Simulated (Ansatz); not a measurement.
C2H6O2Zn, SMILES `C[O][Zn][O]C` at its PBE0-D4/def2-TZVP geometry, where that method's forces vanish. Total charge 0; spin multiplicity 1.

```
atom    x (Å)    y (Å)    z (Å)
  C1   0.8262  -2.3788  -1.0836
  O2   0.4306  -1.8310   0.1438
 Zn3   0.2756  -0.1109   0.5000
  O4   0.2109   1.5725   1.0207
  C5  -0.9078   2.4116   0.9356
  H6   0.8198  -3.4705  -0.9932
  H7   0.1492  -2.1142  -1.9071
  H8   1.8419  -2.0797  -1.3759
  H9  -1.2540   2.5580  -0.0967
 H10  -0.6329   3.3958   1.3306
 H11  -1.7594   2.0473   1.5258
```

Problem. For each bond, give half the difference of the two atoms' forces along it (eV/Å; positive pushes the atoms apart) under PBE-D4, r2SCAN-D4, B3LYP-D4, ωB97M-V in def2-TZVPP. (Estimate.)

Solution. The calculation gave: 
```
  bond  length (Å)  PBE-D4  r2SCAN-D4  B3LYP-D4  ωB97M-V
 C1–O2       1.401    0.39       0.39      0.31     0.29
 C1–H6       1.096    0.12      -0.04     -0.11    -0.14
 C1–H7       1.099    0.03      -0.08     -0.10    -0.11
 C1–H8       1.098    0.03      -0.08     -0.10    -0.11
O2–Zn3       1.763   -0.02      -0.14     -0.01    -0.07
Zn3–O4       1.763   -0.01      -0.14     -0.01    -0.07
 O4–C5       1.401    0.39       0.39      0.31     0.29
 C5–H9       1.099    0.03      -0.08     -0.10    -0.11
C5–H10       1.096    0.12      -0.04     -0.11    -0.14
C5–H11       1.098    0.03      -0.08     -0.10    -0.11
```

B3LYP here is the variant with VWN-RPA as its local correlation; programs differ in this.

Program: Ansatz 0.2.0.
